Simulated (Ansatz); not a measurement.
Stepwise reaction of `[OH][Sn]([OH])([F])[F]` with water, as a gas-phase model of exchange steps in deposition or etching. ΔE in kJ/mol; ΔG adds harmonic PBE0-D4 terms to CCSD(T)/CBS, at 1 bar.

Isolated molecules relaxed with PBE0-D4/def2-TZVP in Ansatz; ΔE leaves out vibrations. CBS: MP2 limit from def2 TZ/QZ plus the TZ coupled-cluster correction, frozen cores. This one scheme is used for every species. DFT in def2-TZVPP. B3LYP here is the variant with VWN-RPA as its local correlation; programs differ in this. def2 core potentials past Kr. For Sn outer-core shells are correlated without core-valence functions, which leaves a few kJ/mol of doubt a bond. Each species was taken in one conformer, which may not be the lowest.

```
step                                                            reaction  PBE-D4  B3LYP-D4  ωB97M-V  CCSD(T)/CBS  ΔG(600 K)
   1    `[OH][Sn]([OH])([F])[F]` + H₂O → `[OH][Sn]([OH])([OH])[F]` + H–F    26.8      27.3     26.8         22.7       17.4
   2  `[OH][Sn]([OH])([OH])[F]` + H₂O → `[OH][Sn]([OH])([OH])[OH]` + H–F    29.3      30.5     29.8         25.4       34.5
```

Problem. By hand: ΔE of the 2 steps together at CCSD(T)/CBS.

Solution. (22.7) + (25.4) = 48.1 kJ/mol, or 24.0 kJ/mol a step.

In ΔE the steps differ by no more than 2.7 kJ/mol. All are uphill at CCSD(T)/CBS. ΔG lies between 17.4 and 34.5 kJ/mol a step. PBE-D4 differs from CCSD(T)/CBS by 3.9 to 4.1 kJ/mol a step. Isolated molecules leave out the surface, adducts and barriers. Largest T1 diagnostic: 0.015.
